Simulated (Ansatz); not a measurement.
Two members of one family (Series InCl2X), computed with Ansatz in the gas phase; def2 core potentials for In, no spin–orbit coupling. The two geometries come from different levels. Binding counts from free atoms in the multiplicity of their measured ground term, without zero-point energy. A dash marks a value that wasn't run or was left out as unsound. The structures are stationary points that may keep the symmetry of their start. Remarks come from the PBE and PBE0 runs and from stability tests at other levels; not every state was tested. HOMO above LUMO (over both spins in singlets and doublets, within one spin in higher multiplets; at PBE or PBE0), or a gap under 0.15 eV within one spin, warns that the state may not be the lowest or that an electron is smeared out.

First: InCl2H (singlet, charge 0, r2SCAN-D4/def2-TZVP geometry).

Cartesian coordinates in Å:
```
In 0.1835 0.1387 0.0145
Cl -0.2343 -1.6311 1.4512
Cl -1.4805 0.3357 -1.5860
H 1.5314 1.1566 0.1204
```

```csv
level,HOMO (eV),LUMO (eV),gap (eV),vertical IE (eV),vertical triplet (eV),binding per atom (eV)
PBE-D4/def2-TZVP,-7.53,-2.69,4.84,10.52,4.72,2.39
PBE-D4/def2-TZVPD,-7.58,-2.77,4.81,–,–,2.38
BLYP-D4/def2-TZVP,-7.36,-2.67,4.69,–,–,2.27
r2SCAN-D4/def2-TZVP,-7.88,-2.44,5.44,10.76,4.98,2.42
PBE0-D4/def2-TZVP,-8.92,-1.96,6.96,10.99,5.23,2.38
```

Remarks: gap within one spin near zero at PBE or PBE0 (+1 doublet).

Second: InCl2Br (singlet, charge 0, r2SCAN-D4/def2-SVP geometry).

| atom | x (Å) | y (Å) | z (Å) |
| --- | --- | --- | --- |
| In1 | -0.001 | 0.012 | 0.015 |
| Cl2 | 0.673 | -0.632 | 2.148 |
| Cl3 | -0.854 | 2.158 | -0.282 |
| Br4 | 0.182 | -1.537 | -1.881 |

Task: Estimate the same table for the second.

Result: 
| level | HOMO (eV) | LUMO (eV) | gap (eV) | vertical IE (eV) | vertical triplet (eV) | binding per atom (eV) |
| --- | --- | --- | --- | --- | --- | --- |
| PBE-D4/def2-TZVP | -7.68 | -3.99 | 3.69 | 10.46 | 3.83 | 2.51 |
| PBE-D4/def2-TZVPD | -7.71 | -4.05 | 3.66 | – | – | 2.50 |
| BLYP-D4/def2-TZVP | -7.49 | -3.93 | 3.56 | – | – | 2.34 |
| r2SCAN-D4/def2-TZVP | -8.03 | -3.84 | 4.20 | 10.75 | 4.13 | 2.52 |
| PBE0-D4/def2-TZVP | -8.99 | -3.16 | 5.83 | 11.03 | 4.42 | 2.48 |

Remarks: gap within one spin near zero at PBE or PBE0 (+1 doublet), gap within one spin near zero at PBE or PBE0 (triplet).
